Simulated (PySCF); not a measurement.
ClH8NOSi3, SMILES [SiH3]N[SiH](Cl)O[SiH3]. Atoms are numbered in the order given.

```xyz
14

Si     0.0918    -1.0170     0.2712
Cl     0.8818    -0.3604     2.0905
N     -1.6018    -0.7734     0.1662
Si    -2.3858     0.4816    -0.7811
O      0.7445    -0.0831    -0.9191
Si     1.8275     1.1689    -1.1589
H      0.4855    -2.4353     0.1421
H     -2.2083    -1.3603     0.7333
H     -3.8189     0.4918    -0.3716
H     -2.3027     0.2235    -2.2466
H     -1.7826     1.8173    -0.5119
H      1.3892     2.3787    -0.4110
H      3.1865     0.7639    -0.7042
H      1.8492     1.4563    -2.6168
```
Charge 0, spin multiplicity 1.

Coordinates come from a B3LYP-D3(BJ)/def2-SVP optimisation. Other conformers were not sampled.

Calculation: TDA-PBE/def2-SVPD (PySCF).

Vertical excitations. Isolated molecule, no solvent.

| state | energy (eV) | λ (nm) | f | main pairs |
|---|---|---|---|---|
| S1 | 5.61 | 221 | 0.000 | HOMO→LUMO 99 % |
| S2 | 6.02 | 206 | 0.019 | HOMO→LUMO+1 96 % |
| S3 | 6.52 | 190 | 0.044 | HOMO→LUMO+2 91 % |
| S4 | 6.57 | 189 | 0.009 | HOMO→LUMO+3 94 % |
| S5 | 6.66 | 186 | 0.010 | HOMO−1→LUMO 96 % |
| S6 | 6.83 | 182 | 0.015 | HOMO−2→LUMO 92 % |
| T1 | 5.52 | 225 | 0 | HOMO→LUMO 95 % |
| T2 | 5.74 | 216 | 0 | HOMO→LUMO+1 95 % |
Triplets are in the Tamm–Dancoff approximation.
